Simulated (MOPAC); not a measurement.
MOPAC input (MNDO):

```
MNDO PRECISE GNORM=0.05 LET XYZ GEO-OK AUX(PRECISION=9) THREADS=1
H6O3Si2

O    -1.15154700 1    0.57711300 1    1.34339500 1
Si   -0.29104300 1    0.31754200 1   -0.03301300 1
O    -1.32849800 1   -0.12810400 1   -1.22268200 1
O     0.46136200 1    1.76028800 1   -0.32128900 1
Si    1.24392100 1   -1.43784900 1    0.14231600 1
H    -0.84068300 1    1.27281100 1    1.92913900 1
H    -2.15882400 1    0.35160700 1   -1.30524300 1
H     1.02332200 1    1.83542700 1   -1.09670900 1
H     0.56170300 1   -2.73283600 1    0.37254600 1
H     2.16973200 1   -1.17818300 1    1.27306800 1
H     2.05391400 1   -1.53891900 1   -1.09843700 1
```

Output:

```
 *******************************************************************************
 **                                                                           **
 **                              MOPAC v23.2.5                                **
 **                                                                           **
 *******************************************************************************
 ** MOPAC's Digital Object Identifier: https://doi.org/10.5281/zenodo.6511958 **
 **                                                                           **
 ** Please cite the open-source release paper for use of this MOPAC version:  **
 ** J. E. Moussa and J. J. P. Stewart (2026)                                  **
 ** MOPAC: An open-source semiempirical molecular orbital program             **
 ** J. Open Source Softw., 11(119), 8025, https://doi.org/10.21105/joss.08025 **
 *******************************************************************************

                              MNDO CALCULATION RESULTS

 *******************************************************************************
 *  MNDO       - The MNDO Hamiltonian to be used
 *  GEO-OK     - OVERRIDE INTERATOMIC DISTANCE AND OTHER SAFETY CHECKS
 *  LET        - OVERRIDE SOME SAFETY CHECKS
 *  PRECISE    - TIGHTER CRITERIA TO BE USED
 *  XYZ        - CARTESIAN COORDINATE SYSTEM TO BE USED
 *  GNORM      - EXIT WHEN GRADIENT NORM DROPS BELOW 0.050
 *  AUX        - OUTPUT AUXILIARY INFORMATION
 *******************************************************************************
MNDO PRECISE GNORM=0.05 LET XYZ GEO-OK AUX(PRECISION=9) THREADS=1
 H6O3Si2

   ATOM   CHEMICAL          X               Y               Z
  NUMBER   SYMBOL      (ANGSTROMS)     (ANGSTROMS)     (ANGSTROMS)

     1       O         -1.15154700  *   0.57711300  *   1.34339500  *
     2      Si         -0.29104300  *   0.31754200  *  -0.03301300  *
     3       O         -1.32849800  *  -0.12810400  *  -1.22268200  *
     4       O          0.46136200  *   1.76028800  *  -0.32128900  *
     5      Si          1.24392100  *  -1.43784900  *   0.14231600  *
     6       H         -0.84068300  *   1.27281100  *   1.92913900  *
     7       H         -2.15882400  *   0.35160700  *  -1.30524300  *
     8       H          1.02332200  *   1.83542700  *  -1.09670900  *
     9       H          0.56170300  *  -2.73283600  *   0.37254600  *
    10       H          2.16973200  *  -1.17818300  *   1.27306800  *
    11       H          2.05391400  *  -1.53891900  *  -1.09843700  *

          CARTESIAN COORDINATES

    NO.       ATOM           X           Y           Z

     1         O         -1.1515      0.5771      1.3434
     2        Si         -0.2910      0.3175     -0.0330
     3         O         -1.3285     -0.1281     -1.2227
     4         O          0.4614      1.7603     -0.3213
     5        Si          1.2439     -1.4378      0.1423
     6         H         -0.8407      1.2728      1.9291
     7         H         -2.1588      0.3516     -1.3052
     8         H          1.0233      1.8354     -1.0967
     9         H          0.5617     -2.7328      0.3725
    10         H          2.1697     -1.1782      1.2731
    11         H          2.0539     -1.5389     -1.0984

  H: (MNDO): M.J.S. DEWAR, W. THIEL, J. AM. CHEM. SOC., 99, 4899, (1977)
  O: (MNDO): M.J.S. DEWAR, W. THIEL, J. AM. CHEM. SOC., 99, 4899, (1977)
[...]
          FINAL HEAT OF FORMATION =       -225.60371 KCAL/MOL =    -943.92592 KJ/MOL

          COSMO AREA              =        136.88 SQUARE ANGSTROMS
          COSMO VOLUME            =        130.47 CUBIC ANGSTROMS

          GRADIENT NORM           =          0.03477          =       0.01048 PER ATOM
          IONIZATION POTENTIAL    =         10.523967 EV
          HOMO LUMO ENERGIES (EV) =        -10.524  0.392
          NO. OF FILLED LEVELS    =         16
          MOLECULAR WEIGHT        =        110.2166         POINT GROUP:  C3

          MOLECULAR DIMENSIONS (Angstroms)

            Atom       Atom       Distance
            H     9    H     8     5.14378
            H    10    H     7     4.52369
            H    11    H     6     4.28116

          SCF CALCULATIONS        =        106

   ATOM   CHEMICAL          X               Y               Z
  NUMBER   SYMBOL      (ANGSTROMS)     (ANGSTROMS)     (ANGSTROMS)

     1       O         -1.05649395  *   0.54277317  *   1.33925190  *
     2      Si         -0.16398873  *   0.22102841  *  -0.02869844  *
     3       O         -1.30356984  *   0.02176936  *  -1.22577754  *
     4       O          0.56689828  *   1.67148357  *  -0.39377251  *
     5      Si          1.22959933  *  -1.46324580  *   0.17939437  *
     6       H         -1.29936230  *   1.40090922  *   1.60903397  *
     7       H         -2.18075278  *   0.32938772  *  -1.16191825  *
     8       H          0.18823170  *   2.31674560  *  -0.94910547  *
     9       H          0.54441144  *  -2.63021895  *   0.41441073  *
    10       H          2.09178085  *  -1.24950335  *   1.22701081  *
    11       H          1.97125522  *  -1.62037144  *  -0.96594090  *

                             CARTESIAN COORDINATES

   1    O       -1.056493952     0.542773172     1.339251898
   2   Si       -0.163988730     0.221028409    -0.028698439
   3    O       -1.303569842     0.021769355    -1.225777545
   4    O        0.566898283     1.671483571    -0.393772512
   5   Si        1.229599335    -1.463245803     0.179394373
   6    H       -1.299362303     1.400909217     1.609033975
   7    H       -2.180752779     0.329387721    -1.161918246
   8    H        0.188231698     2.316745605    -0.949105474
   9    H        0.544411439    -2.630218949     0.414410732
  10    H        2.091780847    -1.249503346     1.227010810
  11    H        1.971255221    -1.620371444    -0.965940897

           Empirical Formula: H6 O3 Si2  =    11 atoms

      MOLECULAR POINT GROUP   :   C3

                  EIGENVALUES
 -41.78552 -38.11846 -38.11812 -22.56456 -18.32519 -18.32376 -18.07856 -14.00830
 -12.85703 -12.85529 -12.40440 -12.33573 -12.33569 -11.81812 -11.81784 -10.52397
   0.39182   1.93325   1.93332   3.13138   3.13314   3.13386   3.94882   6.94004
   7.02469   7.02493

              NET ATOMIC CHARGES AND DIPOLE CONTRIBUTIONS

  ATOM NO.   TYPE          CHARGE      No. of ELECS.   s-Pop       p-Pop
    1          O          -0.655868        6.6559     1.79809     4.85778
    2         Si           1.146642        2.8534     1.07831     1.77505
    3          O          -0.655831        6.6558     1.79808     4.85775
    4          O          -0.655815        6.6558     1.79809     4.85773
    5         Si           1.285386        2.7146     1.05616     1.65846
    6          H           0.200335        0.7997     0.79966
    7          H           0.200346        0.7997     0.79965
    8          H           0.200323        0.7997     0.79968
    9          H          -0.355185        1.3552     1.35519
   10          H          -0.355176        1.3552     1.35518
   11          H          -0.355157        1.3552     1.35516
 DIPOLE           X         Y         Z       TOTAL
 POINT-CHG.     1.309    -1.583     0.197     2.064
 HYBRID        -1.754     2.120    -0.260     2.764
 SUM           -0.445     0.537    -0.063     0.700

          ATOMIC ORBITAL ELECTRON POPULATIONS

     Atom    s        px        py        pz
    1  O   1.79809   1.81273   1.38716   1.65789
    2 Si   1.07831   0.61340   0.67165   0.49000
    3  O   1.79808   1.25540   1.87533   1.72702
    4  O   1.79809   1.73707   1.40425   1.71641
    5 Si   1.05616   0.55621   0.56524   0.53701
    6  H   0.79966
    7  H   0.79965
    8  H   0.79968
    9  H   1.35519
   10  H   1.35518
   11  H   1.35516

 **********************
 *                    *
 * JOB ENDED NORMALLY *
 *                    *
 **********************

 == MOPAC DONE ==
```

The geometry given is a B3LYP-D3(BJ)/def2-TZVP minimum.
